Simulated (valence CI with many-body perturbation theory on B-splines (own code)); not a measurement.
# Forbidden lines of Os XXVII

Calculated by configuration interaction combined with many-body perturbation theory (CI+MBPT): four valence electrons over a frozen Dirac-Fock core [Kr] 4d10, radial functions for each j: 7 s, 7 p, 7 d, 7 f, 4 g, 2 h, with the one-electron correlation potential Σ1 (screened to all orders), the two-electron term Σ2, the three-electron term Σ3, Breit, model QED; selected single and double excitations, second order for the rest, scaled by the run's own slope (own B-spline code, finite nucleus).

The last digits are not significant, and no measured levels were compared; by estimate large intervals hold to a few tenths of a per cent, small ones and those within an open d or f shell to about a per cent. Excitations out of the core, of the other parity, are not computed and may begin above about 171 eV (a cautious bound); beyond it only levels of the ground parity were kept, without lifetimes.

Lines 51 to 100 of 120 in falling wavelength, among levels below 171.12 eV, chosen from the decays that carry over 1 % of a level's rate. Wavelengths and rates use the calculated energies. Electric multipoles are in the length gauge, E1 and E2 with the static RPA response of the core. Weak lines are less certain than strong ones. Lines between different terms over intervals too small for the method are left out, as are lines whose strength nearly cancels. Where a level lies close to another of its J and parity, the split of strength between their lines is uncertain.

Levels are named by their leading jj configuration (3d3/2^4 stands for four electrons in 3d with j = 3/2), which in mixed levels can hold well under half, so a name can repeat and another be missing. Letters in brackets count levels of one name in rising energy.

```
λ vac (Å)                      Upper                      Lower  Type   A (s⁻¹)  Branch %
     3189    (4f5/2^3 4f7/2) J=8 [b]    (4f5/2^3 4f7/2) J=7 [a]    M1  1.73e+02      39.3
     3137  (4f5/2^2 4f7/2^2) J=6 [b]  (4f5/2^2 4f7/2^2) J=6 [a]    M1  1.46e+02      15.2
     3104  (4f5/2^2 4f7/2^2) J=3 [a]    (4f5/2^3 4f7/2) J=3 [a]    M1  2.53e+02      28.7
     3095    (4f5/2 4f7/2^3) J=7 [a]    (4f5/2^3 4f7/2) J=7 [b]    M1  3.86e+02      24.0
     3073  (4f5/2^2 4f7/2^2) J=1 [a]    (4f5/2^3 4f7/2) J=2 [b]    M1  4.02e+02      48.4
     2950  (4f5/2^2 4f7/2^2) J=2 [b]    (4f5/2^3 4f7/2) J=2 [b]    M1  4.07e+02      49.2
     2901  (4f5/2^2 4f7/2^2) J=1 [a]    (4f5/2^3 4f7/2) J=2 [a]    M1  2.83e+01       3.4
     2820  (4f5/2^2 4f7/2^2) J=4 [b]    (4f5/2^3 4f7/2) J=4 [a]    M1  3.30e+02      26.9
     2814    (4f5/2^3 4f7/2) J=5 [b]  (4f5/2^2 4f7/2^2) J=6 [a]    M1  7.65e+01      19.3
     2791  (4f5/2^2 4f7/2^2) J=2 [b]    (4f5/2^3 4f7/2) J=2 [a]    M1  1.91e+01       2.3
     2734    (4f5/2^3 4f7/2) J=7 [b]  (4f5/2^2 4f7/2^2) J=6 [a]    M1  4.88e+02      69.6
     2724              (4f5/2^4) J=2              (4f5/2^4) J=4    E2  2.36e-02     100.0
     2702    (4f5/2 4f7/2^3) J=7 [a]  (4f5/2^2 4f7/2^2) J=6 [b]    M1  9.19e+02      57.2
     2668  (4f5/2^2 4f7/2^2) J=4 [c]    (4f5/2^3 4f7/2) J=3 [b]    M1  2.07e+01       3.0
     2650  (4f5/2^2 4f7/2^2) J=6 [d]    (4f5/2^3 4f7/2) J=5 [b]    M1  4.79e+01      20.5
     2607  (4f5/2^2 4f7/2^2) J=3 [b]    (4f5/2^3 4f7/2) J=3 [b]    M1  1.23e+02      29.5
     2564  (4f5/2^2 4f7/2^2) J=2 [a]    (4f5/2^3 4f7/2) J=1 [a]    M1  3.92e+02      38.0
     2555  (4f5/2^2 4f7/2^2) J=5 [a]    (4f5/2^3 4f7/2) J=4 [a]    M1  5.63e+01      11.8
     2551  (4f5/2^2 4f7/2^2) J=2 [b]    (4f5/2^3 4f7/2) J=3 [a]    M1  2.66e+01       3.2
     2529  (4f5/2^2 4f7/2^2) J=3 [b]    (4f5/2^3 4f7/2) J=2 [b]    M1  1.00e+02      24.0
     2416  (4f5/2^2 4f7/2^2) J=6 [d]  (4f5/2^2 4f7/2^2) J=6 [b]    M1  1.01e+02      43.3
     2411  (4f5/2^2 4f7/2^2) J=3 [b]    (4f5/2^3 4f7/2) J=2 [a]    M1  2.70e+01       6.5
     2324    (4f5/2^3 4f7/2) J=1 [b]    (4f5/2^3 4f7/2) J=2 [b]    M1  2.56e+00       2.1
     2275  (4f5/2^2 4f7/2^2) J=4 [c]    (4f5/2^3 4f7/2) J=3 [a]    M1  1.01e+02      14.6
     2230  (4f5/2^2 4f7/2^2) J=2 [c]    (4f5/2^3 4f7/2) J=3 [b]    M1  5.92e+02      35.4
     2196  (4f5/2^2 4f7/2^2) J=1 [a]    (4f5/2^3 4f7/2) J=1 [a]    M1  3.91e+02      47.2
     2195      (4f5/2^2 4f7/2^2) J=9    (4f5/2^3 4f7/2) J=8 [a]    M1  2.93e+02      64.8
     2158  (4f5/2^2 4f7/2^2) J=6 [b]    (4f5/2^3 4f7/2) J=5 [a]    M1  8.15e+02      84.7
     2133  (4f5/2^2 4f7/2^2) J=2 [b]    (4f5/2^3 4f7/2) J=1 [a]    M1  3.30e+02      39.9
     2113    (4f5/2^3 4f7/2) J=4 [a]              (4f5/2^4) J=4    M1  5.86e+02      86.7
     2086  (4f5/2^2 4f7/2^2) J=2 [c]    (4f5/2^3 4f7/2) J=2 [a]    M1  5.53e+02      33.1
     2079  (4f5/2^2 4f7/2^2) J=2 [a]              (4f5/2^4) J=2    M1  2.08e+01       2.0
     2075  (4f5/2^2 4f7/2^2) J=5 [b]    (4f5/2^3 4f7/2) J=4 [a]    M1  3.06e+02      42.2
     2000    (4f5/2^3 4f7/2) J=5 [b]    (4f5/2^3 4f7/2) J=5 [a]    M1  1.30e+02      32.8
     1996  (4f5/2^2 4f7/2^2) J=5 [c]    (4f5/2^3 4f7/2) J=4 [a]    M1  1.53e+01       2.0
     1995  (4f5/2^2 4f7/2^2) J=4 [c]    (4f5/2^3 4f7/2) J=4 [a]    M1  3.48e+02      50.5
     1961  (4f5/2^2 4f7/2^2) J=3 [b]    (4f5/2^3 4f7/2) J=4 [a]    M1  3.72e+01       8.9
     1948  (4f5/2^2 4f7/2^2) J=2 [c]    (4f5/2^3 4f7/2) J=3 [a]    M1  1.11e+02       6.6
     1893              (4f5/2^4) J=0              (4f5/2^4) J=2    E2  1.15e+00      99.0
     1883  (4f5/2^2 4f7/2^2) J=8 [a]    (4f5/2^3 4f7/2) J=7 [a]    M1  9.77e+01      26.9
     1870    (4f5/2^3 4f7/2) J=3 [a]              (4f5/2^4) J=4    M1  4.67e+01      31.9
     1868  (4f5/2^2 4f7/2^2) J=4 [a]    (4f5/2^3 4f7/2) J=5 [a]    M1  1.08e+02      18.6
     1852  (4f5/2^2 4f7/2^2) J=5 [a]  (4f5/2^2 4f7/2^2) J=6 [a]    M1  1.47e+02      30.8
     1849  (4f5/2^2 4f7/2^2) J=0 [a]    (4f5/2^3 4f7/2) J=1 [a]    M1  1.89e+02      89.4
     1826  (4f5/2^2 4f7/2^2) J=6 [c]    (4f5/2^3 4f7/2) J=7 [a]    M1  1.17e+02      27.1
     1786  (4f5/2^2 4f7/2^2) J=2 [b]              (4f5/2^4) J=2    M1  3.89e+01       4.7
     1722    (4f5/2 4f7/2^3) J=7 [a]    (4f5/2^3 4f7/2) J=7 [a]    M1  4.44e+01       2.8
     1695  (4f5/2^2 4f7/2^2) J=2 [c]    (4f5/2^3 4f7/2) J=1 [a]    M1  2.89e+02      17.3
     1668    (4f5/2^3 4f7/2) J=3 [b]              (4f5/2^4) J=4    M1  8.26e+01      24.8
     1623  (4f5/2^2 4f7/2^2) J=3 [b]              (4f5/2^4) J=2    M1  1.08e+01       2.6
```
